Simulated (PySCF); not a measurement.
Compound: C7H13 (doublet state).
SMILES with atom numbers: `[CH3:1][CH:2][CH2:3]/[C:4]([CH3:5])=[CH:6]\[CH3:7]` (hydrogens: H8, H9, H10 on C1; H11 on C2; H12, H13 on C3; H14, H15, H16 on C5; H17 on C6; H18, H19, H20 on C7)

Geometry (GFN2-xTB, Å), atoms numbered from 1 in this order:
```xyz
20
C7H13 angstrom
C      2.106   -0.540    0.882
C      1.698    0.383   -0.197
C      0.571    0.065   -1.106
C     -0.727    0.516   -0.455
C     -1.060    1.960   -0.692
C     -1.500   -0.258    0.298
C     -1.317   -1.704    0.629
H      2.094   -1.575    0.539
H      1.426   -0.479    1.742
H      3.105   -0.298    1.243
H      2.041    1.404   -0.149
H      0.683    0.602   -2.052
H      0.537   -1.005   -1.315
H     -0.221    2.594   -0.410
H     -1.934    2.263   -0.120
H     -1.263    2.129   -1.750
H     -2.391    0.180    0.733
H     -1.254   -1.831    1.711
H     -0.420   -2.119    0.182
H     -2.179   -2.276    0.283
```

The hyperfine couplings belong to this conformer and change with its torsions.

Computed, not measured: PySCF, UKS B3LYP, pcH-1 on C H, non-relativistic, mean-field spin-orbit, GIAO. Isolated species at its GFN2-xTB geometry (one conformer only). The geometry wasn't refined by DFT: couplings that depend on bond lengths, twists or pyramidal angles can differ widely from those at the functional's own minimum. The SCF solution wasn't tested for stability.

Predict the first-order ENDOR lines of H8/H9/H10, H11, H12/H13, H17, H18/H19/H20 and H14/H15/H16 under fast tumbling at B = 336.9 mT (X band).

ν± = |νn ± a/2|, one line for each electron-spin manifold; νn = |g_N| × 7.62259 MHz/T × B.

```tsv
nuclei	isotope	g_N	νn (MHz)	a_iso (MHz)	lower line (MHz)	upper line (MHz)
H8/H9/H10	1H	5.5857	14.34	74.12	22.71	51.40
H11	1H	5.5857	14.34	-59.10	15.20	43.89
H12/H13	1H	5.5857	14.34	31.28	1.30	29.98
H17	1H	5.5857	14.34	4.86	11.92	16.77
H18/H19/H20	1H	5.5857	14.34	3.30	12.70	15.99
H14/H15/H16	1H	5.5857	14.34	-0.65	14.02	14.67
```

Which pairs are centred on the nuclear Larmor frequency, and which on half the coupling?

Centred on νn, since |a| < 2νn: H17, H18/H19/H20 and H14/H15/H16. Centred on |a|/2 and split by 2νn: H8/H9/H10, H11 and H12/H13.

At what field would the lower line of H11 fall to zero frequency?

Where νn = |a|/2, that is B = 29.55 MHz/(5.5857 × 7.62259 MHz/T) = 694 mT, as far as first order holds there.

Class means assume fast exchange of nuclei equivalent by connectivity; if that motion is slow, each nucleus keeps its own coupling. The three 1H nuclei of mean +74.1 MHz run from 30.0 to 150.7 MHz in the frozen geometry. The three 1H nuclei of mean +3.3 MHz run from 0.3 to 5.4 MHz in the frozen geometry. The 1H value of +31.3 MHz is a mean of couplings from 23.5 to 39.0 MHz in this one geometry, not an average over conformers.

The Mulliken spin populations are largest on C2 (+1.01), C1 (-0.08), C3 (-0.07) and H9 (+0.07). No atom but C2 exceeds +0.15. The positive populations add up to 1.20 and the negative ones to -0.20, together 2S = 1. The angles at C2 add up to 357.9°, so it is nearly planar; its axial dipolar tensor and the negative coupling of its proton fit spin in a p orbital normal to that plane.

Time: 77 s (grids of density and orbitals included); peak memory 0.97 GiB. Hardware: Arm Neoverse V1, one thread, shared host.
